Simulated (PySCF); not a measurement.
Gas-phase reaction: GaCl₃ + 3 H₂O → Ga(OH)₃ + 3 HCl

Method: PySCF energies (xtb for GFN2) plus ideal-gas RRHO corrections (1 bar). † marks an energy on the PBE0/def2-TZVP geometry and frequencies; other levels use their own. MP2 freezes the core. All species are closed-shell singlets. Ga: all electrons, no relativistic terms. Ga(OH)₃: computed as isolated molecules; such fragments, hydroxides, amides, oligomers or adducts are transient or little studied in the gas. MP2 isn't extrapolated to the basis-set limit; its ΔH°(298 K) is 128.3 kJ in def2-SVP and 140.5 kJ in def2-TZVPP. The harmonic model lacks anharmonicity and excited electronic states, which grow with temperature; levels with a mode under 35 cm⁻¹ are left out.

```csv
level,"ΔE electronic, kJ","ΔH°(298 K), kJ","ΔS°(298 K), J/K","ΔG°(1600 K), kJ"
GFN2-xTB,193,165,-14,159
HF/def2-TZVP†,184,163,-15,165
M06-2X/def2-TZVP†,166,146,-15,147
MP2/def2-SVP†,149,128,-15,130
PBE0/def2-SVP†,164,143,-15,145
PBE0/def2-TZVP,174,153,-15,155
r2SCAN/def2-TZVP†,162,141,-15,143
```
ΔH° is lowest at MP2/def2-SVP† and highest at GFN2-xTB. No reference value is set beside these.
